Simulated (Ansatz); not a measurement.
Basis sets compared for `c1cc2sc(-c3cc4sc(-c5cc6sc(-c7cc8sc(-c9cc%10sccc%10s9)cc8s7)cc6s5)cc4s3)cc2s1`. Total charge 0; singlet. Geometry r2SCAN-D4/def2-SVP. Ansatz on 2 threads of AMD EPYC 7R13 on a shared host and a share (18 GiB) of an NVIDIA H100 80GB HBM3; times are rough, and most runs start from earlier orbitals.

```xyz
52

C     4.832   -4.758  -12.703
C     3.662   -5.121  -12.074
C     3.529   -4.451  -10.830
S     2.347   -4.435   -9.562
C     3.283   -3.256   -8.643
C     2.806   -2.780   -7.370
C     3.542   -2.170   -6.359
C     2.728   -1.823   -5.260
S     3.002   -1.072   -3.720
C     1.297   -1.231   -3.290
C     0.830   -0.751   -2.020
C     1.560   -0.152   -0.998
C     0.741    0.185    0.099
S     1.002    0.936    1.640
C    -0.703    0.778    2.058
C    -1.196    1.253    3.322
C    -2.525    1.376    3.722
C    -2.628    1.872    5.037
S    -3.943    2.256    6.103
C    -2.826    2.768    7.369
C    -3.339    3.239    8.627
C    -4.663    3.363    9.028
C    -4.765    3.865   10.346
S    -6.072    4.246   11.421
C    -4.958    4.744   12.659
C    -3.638    4.632   12.283
C    -3.531    4.128   10.960
S    -2.219    3.749    9.891
C    -1.499    2.644    6.969
C    -1.395    2.139    5.657
S    -0.081    1.753    4.593
C    -1.432    0.175    1.036
C    -0.615   -0.152   -0.063
S    -0.880   -0.898   -1.607
C     0.563   -1.840   -4.304
C     1.374   -2.170   -5.409
S     1.099   -2.917   -6.949
C     4.460   -2.908   -9.293
C     4.596   -3.591  -10.524
S     5.776   -3.611  -11.797
H     5.203   -5.108  -13.667
H     2.945   -5.828  -12.494
H     4.621   -2.017   -6.420
H     2.635    0.027   -1.060
H    -3.367    1.132    3.074
H    -5.506    3.099    8.387
H    -5.348    5.100   13.613
H    -2.802    4.898   12.931
H    -0.658    2.911    7.611
H    -2.502   -0.026    1.106
H    -0.510   -2.031   -4.230
H     5.163   -2.173   -8.898
```

Single mean-field runs in 6-31G, def2-SVP, def2-mTZVP are fitted with def2-universal-jkfit.

Binding counts from free atoms (C triplet, S triplet, H doublet) in the same basis, without a counterpoise term.

| level | functions | energy (Eh) | HOMO (eV) | LUMO (eV) | binding per atom (eV) | wall time |
| --- | --- | --- | --- | --- | --- | --- |
| HF/STO-3G | 252 | -5060.9517 | -3.81 | 3.73 | 4.24 | 9.5 s |
| HF/6-31G | 424 | -5117.1742 | -6.50 | 0.33 | 3.22 | 9 s |
| HF/def2-SVP | 660 | -5116.0832 | -6.47 | 0.34 | 3.70 | 11 s |
| r2SCAN-D4/def2-SVP | 660 | -5129.4160 | -4.62 | -2.98 | 5.40 | 14 s |

Problem. Estimate the rows for r2SCAN-D4/def2-mTZVP.

Solution. 
| level | functions | energy (Eh) | HOMO (eV) | LUMO (eV) | binding per atom (eV) | wall time |
| --- | --- | --- | --- | --- | --- | --- |
| r2SCAN-D4/def2-mTZVP | 826 | -5131.8360 | -4.57 | -2.97 | 5.27 | 13 s |
